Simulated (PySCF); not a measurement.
# Dipole response of Se²⁺ (selenium, charge +2)

[Ar] 3d10 4s2 4p2, high-spin 3P determinant. Calculation: PySCF 2.14, in aug-cc-pVQZ-PP with ECP10MDF; a scalar-relativistic core potential. Coupled (time-dependent) response in atomic units; α is the mean over directions.

```json
{"method": "LC-wPBE", "mean α (bohr³)": "9.325", "α xx, yy, zz": "9.257, 9.360, 9.360", "C₆ (like pair)": "43.05", "S(−4)": "23.67"}
{"method": "BLYP", "mean α (bohr³)": "9.288", "α xx, yy, zz": "9.087, 9.389, 9.389", "C₆ (like pair)": "42.75", "S(−4)": "23.52"}
```

S(−4) is the Cauchy moment in α(ω) = α(0) + S(−4) ω² + …

Spin-orbit coupling is absent.

α(iu) at LC-wPBE:

```tsv
u (hartree)	α(iu) (bohr³)
0	9.325
0.0500	9.267
0.100	9.095
0.200	8.473
0.300	7.617
0.500	5.800
0.750	4.020
1.00	2.862
1.50	1.638
2.00	1.070
3.00	0.5779
5.00	0.2600
```

For an ion, C₆ is the dispersion term alone; charge-induced terms of lower order in 1/R come first.

The components differ because the open shell of this determinant is not spherical; for a pure term their mean is the scalar polarisability.

Energies and moments cover only the electrons outside the core potential.
